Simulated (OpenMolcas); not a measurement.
A run on Ta III.

| Property | Result |
| --- | --- |
| Program | OpenMolcas |
| Method | SS-CASPT2, IPEA 0.15 Eh, no level shift (closed shells correlated: 5s 5p) |
| Basis | ANO-R3 [9s7p6d4f3g2h] |
| Scalar Hamiltonian | X2C, finite nucleus |
| Active space | 3 electrons in 5 orbitals (5d) |
| State averaging | 2S+1 = 4 even, 10 roots; 2S+1 = 2 even, 40 roots kept (CI in the orbitals of an earlier block) |
| Spin-orbit coupling | state interaction with AMFI integrals over the reference wave functions, term energies averaged over their components |

First CASPT2 step and the start of its output:

```
&CASPT2
Multistate=10 1 2 3 4 5 6 7 8 9 10
Frozen=14 16
IPEA=0.15
MaxIter=60
WThr=0.0 0.3 0.05
PrWF=0.5
NoMix
```

```
--- CASPT2 ---
Orbital specifications:
      -----------------------

      Symmetry species                           1   2
                                                ag  au
      Frozen orbitals                           14  16
      Inactive orbitals                          1   3
      Active orbitals                            5   0
      Secondary orbitals                        46  52
      Deleted orbitals                           0   0
      Number of basis functions                 66  71
Type of calculation                        MS-CASPT2
      Fock operator                              state-specific
      IPEA shift                                 0.15
      Real shift                                 0.00
      Imaginary shift                            0.00
      The input orbitals will be transformed to quasi-canonical
Reference energy:      -15599.4469277978
      E2 (Non-variational):      -0.2620644172
      E2 (Variational):          -0.2620643895
      Total energy:          -15599.7089921873
      Residual norm:              0.0000003444
      Reference weight:           0.95228
      Contributions to the CASPT2 correlation energy
      Active & Virtual Only:         -0.0159335416
      One Inactive Excited:          -0.1080122652
      Two Inactive Excited:          -0.1381186104
Reference energy:      -15599.4469277978
      E2 (Non-variational):      -0.2624493001
      E2 (Variational):          -0.2624492560
      Total energy:          -15599.7093770538
      Residual norm:              0.0000005114
      Reference weight:           0.95201
      Contributions to the CASPT2 correlation energy
      Active & Virtual Only:         -0.0160678633
      One Inactive Excited:          -0.1081779042
...
```

Over all roots the printed reference weights run from 0.59 to 0.95, and roots that are degenerate in the reference spread by up to 3000 cm-1.

Did the run give usable levels, and if not, why?

No. The equations converged, but the reference weight falls to 0.59 for at least one root against 0.95 for the best. A drop of that size marks an intruder state, so the energies of such roots and the levels built on them can't be trusted.
